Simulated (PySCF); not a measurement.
Stepwise substitution at one centre (Al Br-SiH3). Isolated molecules, 0 K electronic values unless said otherwise. Strings in code marks are SMILES.

The HOMO from two functionals at the same geometries (B3LYP-D3(BJ)/def2-TZVP), both in PySCF: PBE-D3(BJ)/def2-TZVP and B3LYP-D3(BJ)/def2-TZVP. B3LYP has the VWN-RPA correlation part, as in Gaussian. 

```csv
species,B3LYP-D3(BJ)/def2-TZVP (eV)
0 of 3 Br replaced by SiH3,-8.36
1 of 3 Br replaced by SiH3,-7.89
2 of 3 Br replaced by SiH3,-7.09
3 of 3 Br replaced by SiH3 (`[SiH3][Al]([SiH3])[SiH3]`),-7.10
```

Question: What does PBE-D3(BJ)/def2-TZVP give for each?

Answer: 
- 0 of 3 Br replaced by SiH3: -7.36
- 1 of 3 Br replaced by SiH3: -7.00
- 2 of 3 Br replaced by SiH3: -6.26
- 3 of 3 Br replaced by SiH3 (`[SiH3][Al]([SiH3])[SiH3]`): -6.30
Over these rows, drawn at random from the members with no instability flagged (it was tested for open shells, ions and some series alone), PBE minus B3LYP-D3(BJ): mean +0.88 eV, from +0.81 eV to +1.00 eV.
